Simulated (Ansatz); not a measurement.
System: sum formula SiOF2, charge 1, multiplicity 2. SMILES of the parent species: F[Si](=O)F
Geometry from a B3LYP-D3(BJ)/def2-TZVP (Ansatz, a quantum-chemistry and plane-wave program) optimisation:
```xyz
4

Si     0.0112    -0.0036    -0.0025
O      1.5176    -0.4845    -0.3336
F     -0.6055    -0.3620     1.3462
F     -0.7609     0.7983    -1.0458
```
Charge +1, spin multiplicity 2.

Parts of the frozen-core correlation energy in cc-pV(D+d)Z (Ansatz, hartree). Frozen orbitals: 8; correlated occupied orbitals by spin: 12 and 11; virtual: 45 and 46. UHF or UKS for open shells. Spin-orbit coupling is left out. No relativistic terms.

| term | value |
|---|---|
| reference (HF) | -562.42497 |
| MP2 opposite-spin | -0.43148 |
| MP2 same-spin | -0.16121 |
| CCSD correlation | -0.60601 |
| (T) | -0.01220 |
| T1 diagnostic | 0.017 |
| largest doubles amplitude | 0.036 |
| <S^2> of the reference | 0.757 |
